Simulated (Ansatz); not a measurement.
A run for Ansatz (an electronic-structure program): U-CCSD(T)/cc-pV(T+d)Z on ClH2Si (SMILES [SiH2]Cl), 2S+1 = 2, atoms moved off the minimum. Files ending in .json are basis or fitting sets from the Basis Set Exchange.

Ansatz 0.2 input:
```yaml
crystal:
  periodic: [false, false, false]
  atoms:
    - {symbol: Si, position_ang: [-1.05831122, -0.06023544, 0.26192992]}
    - {symbol: Cl, position_ang: [1.05363026, -0.09817868, -0.21256671]}
    - {symbol: H, position_ang: [-1.55633346, 1.31042653, -0.26219061]}
    - {symbol: H, position_ang: [-1.69067123, -1.24339501, -0.32839569]}
basis:
  gaussian:
    orbitals: cc-pV_T+d_Z.json
magnetization: {spin_polarized: true, initial_magnetization: 1}
correlation: {method: ccsd_t, electrons: outside_noble_gas}
scf: {omitted_lower_state_checks: [cluster_reference]}
output: {forces: true}
```

Output:

```
Functional definition: HF
[...]
these checks for a lower state are left out or cut short: cluster_reference
integrals: 0.21 GiB planned
629 factors; integrals over basis functions are off by at most 6.9e-4 eV
mean field: 0.25 GiB planned
mean field evaluation 1: about -20397.5014 eV, gradient 1.0e1 eV
mean field evaluation 2: about -20397.5034 eV, gradient 1.0e1 eV
mean field evaluation 4: about -20398.5500 eV, gradient 1.7e0 eV
mean field evaluation 8: about -20398.5996 eV, gradient 1.4e-3 eV
mean field -20398.59955241 eV, -749.6347068837 hartree, gradient 3.4e-6 eV, S^2 0.754572; 0 other end points of the search recorded, 0 dependent functions left out
10 core orbitals not correlated
reference -20398.59955241 eV, -749.6347068837 hartree; 7, 6 occupied and 89, 90 virtual orbitals, 629 factors
densities: 1.00 GiB planned
second order -7.97772694 eV of doubles, -0.00000000 eV of singles
coupled cluster: 0.66 GiB planned
cycle   1  -8.63818956 eV  change   -6.6e-1 eV  update   6.5e-2
cycle   2  -8.89963947 eV  change   -2.6e-1 eV  update   2.3e-2
cycle   3  -8.93450369 eV  change   -3.5e-2 eV  update   1.0e-2
cycle   4  -8.92990013 eV  change    4.6e-3 eV  update   4.1e-3
cycle   5  -8.93002138 eV  change   -1.2e-4 eV  update   1.7e-3
cycle   6  -8.93023834 eV  change   -2.2e-4 eV  update   6.7e-4
cycle   7  -8.93031579 eV  change   -7.7e-5 eV  update   2.5e-4
cycle   8  -8.93037960 eV  change   -6.4e-5 eV  update   7.9e-5
cycle   9  -8.93036956 eV  change    1.0e-5 eV  update   3.0e-5
cycle  10  -8.93036246 eV  change    7.1e-6 eV  update   1.0e-5
cycle  11  -8.93036508 eV  change   -2.6e-6 eV  update   4.0e-6
cycle  12  -8.93036378 eV  change    1.3e-6 eV  update   1.6e-6
perturbative correction -0.34952995 eV, -0.0128449888 hartree
the calculation of the forces begins
Total energy: -20407.87944614 eV, -749.9757366881 hartree
Atom 0 at    -1.058311    -0.060235     0.261930 Å, force     1.381236     1.235837    -0.379558 eV/Å
Atom 1 at     1.053630    -0.098179    -0.212567 Å, force    -1.408973    -0.059635     0.315209 eV/Å
Atom 2 at    -1.556333     1.310427    -0.262191 Å, force     0.178657    -1.049134     0.290261 eV/Å
Atom 3 at    -1.690671    -1.243395    -0.328396 Å, force    -0.150919    -0.127069    -0.225912 eV/Å
Dipole moment:    -0.358455    -0.016656     0.058317 e Å
Checks for a lower state left out: cluster_reference
```

The run converged.

Cost: about 60 core-seconds (a rough figure).
